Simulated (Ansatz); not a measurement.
Coupled-cluster run, C₂H₇GaOSi, SMILES `C=[CH][Ga]([OH])[SiH3]`.

```yaml
crystal:
  periodic: [false, false, false]
  atoms:
    - {symbol: C, position_ang: [-2.124527, -0.540297, -0.524393]}
    - {symbol: C, position_ang: [-1.555922, -0.191642, 0.629196]}
    - {symbol: Ga, position_ang: [0.352570, 0.216095, 0.715696]}
    - {symbol: O, position_ang: [1.065826, 0.680166, 2.296986]}
    - {symbol: Si, position_ang: [1.926060, 0.172733, -1.099974]}
    - {symbol: H, position_ang: [-3.183916, -0.773930, -0.608463]}
    - {symbol: H, position_ang: [-1.555419, -0.610229, -1.448857]}
    - {symbol: H, position_ang: [-2.189342, -0.142907, 1.514213]}
    - {symbol: H, position_ang: [0.439856, 0.698433, 3.023899]}
    - {symbol: H, position_ang: [3.016398, -0.802018, -0.824810]}
    - {symbol: H, position_ang: [1.271391, -0.222034, -2.378266]}
    - {symbol: H, position_ang: [2.537025, 1.515631, -1.295217]}
basis:
  gaussian: {orbitals: def2-TZVPP}
correlation: {method: ccsd_t}
output: {orbitals: {seedname: orbitals}}
```

```sh
$ ansatz run in.yaml --threads 4 --pin off --events-out ev --progress --plain --max-ram 10444MiB
```

Output of Ansatz, abridged:

```
Functional definition: HF
  name "HF"
  cite "Fock, Z. Phys. 61, 126 (1930) doi:10.1007/BF01340294"
  parent pbe
  exchange = exact_x
  correlation = 0
1683 factors; integrals over basis functions are off by at most 9.4e-4 eV
mean field evaluation 1: about -64402.2036 eV, gradient 4.8e1 eV
mean field evaluation 2: about -64402.3965 eV, gradient 4.8e1 eV
mean field evaluation 4: about -64407.5544 eV, gradient 5.0e0 eV
mean field evaluation 8: about -64407.6529 eV, gradient 3.4e-1 eV
mean field evaluation 16: about -64407.6540 eV, gradient 2.0e-6 eV
mean field -64407.65397086 eV, -2366.9376263531 hartree, gradient 2.0e-6 eV, S^2 0.000000; 0 other end points of the search recorded, 0 dependent functions left out
17 core orbitals not correlated: weight in the atoms' cores, before any rotation towards them, 1.000 or more for the frozen orbitals, at most 0.000 for the correlated occupied ones
reference -64407.65397086 eV, -2366.9376263531 hartree; 19, 19 occupied and 245, 245 virtual orbitals, 1683 factors
second order -25.05158976 eV of doubles, -0.00000000 eV of singles
cycle   1  -25.15222995 eV  change   -1.0e-1 eV  update   1.3e-1
cycle   2  -25.93303034 eV  change   -7.8e-1 eV  update   4.1e-2
cycle   3  -26.10393985 eV  change   -1.7e-1 eV  update   2.3e-2
cycle   4  -26.09173399 eV  change    1.2e-2 eV  update   6.2e-3
cycle   5  -26.08947391 eV  change    2.3e-3 eV  update   3.5e-3
cycle   6  -26.09098327 eV  change   -1.5e-3 eV  update   1.1e-3
cycle   7  -26.09078765 eV  change    2.0e-4 eV  update   5.2e-4
cycle   8  -26.09066446 eV  change    1.2e-4 eV  update   1.9e-4
cycle   9  -26.09071007 eV  change   -4.6e-5 eV  update   7.2e-5
cycle  10  -26.09073398 eV  change   -2.4e-5 eV  update   2.5e-5
perturbative correction -1.09268559 eV, -0.0401554547 hartree
Total energy: -64434.83739043 eV, -2367.9365985967 hartree
```

Run time 2.4 min (4 threads of an INTEL XEON PLATINUM 8581C on a shared host); peak host memory 8 GiB.

Correlation energy per correlated electron: -0.715 eV. T1 diagnostic: 0.0142.
